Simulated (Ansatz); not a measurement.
Ligand exchange: KF + SiH2(CH3)(OH) → KOH + SiH2(CH3)F

Species: KF, singlet; SiH2(CH3)(OH), singlet; KOH `[OH][K]`, singlet; SiH2(CH3)F, singlet. The partners trade F for OH: K–F and Si–OH bonds give way to K–OH and Si–F.

Shapes, held fixed at every level: PBE0-D4/def2-TZVP. Flexible molecules stand in one conformer, not always the lowest. Programs: Ansatz 0.2.0. The zero-point and thermal change to 298 K, harmonic and unscaled (PBE0-D4/def2-TZVP), is -1.1 kJ/mol.

```csv
level,kind,ΔH(298 K) (kJ/mol),less CCSD(T)/def2-TZVPP
HF/def2-SVP,Hartree–Fock,+32.2,+8.0
HF/def2-TZVPP,Hartree–Fock,+28.6,+4.4
SPW92/def2-TZVPP,LDA,+30.6,+6.4
BHLYP-D4/def2-TZVPP,global hybrid,+30.1,+5.9
wB97X-V/def2-TZVPP,range-separated hybrid,+29.7,+5.5
MP2/def2-TZVPP,perturbation theory,+22.7,-1.5
CCSD/def2-SVP,coupled cluster or CI,+26.4,+2.2
CCSD(T)/def2-TZVPP,coupled cluster or CI,+24.2,0.0
```

The highest level, CCSD(T)/def2-TZVPP, gives ΔH(298 K) = +24.2 kJ/mol; the levels span +22.7 to +32.2. The column of differences is taken from that level and isn't an error. No measured value is set beside it here. Correlated rows may include outer-core shells of K, which these sets cover unevenly.
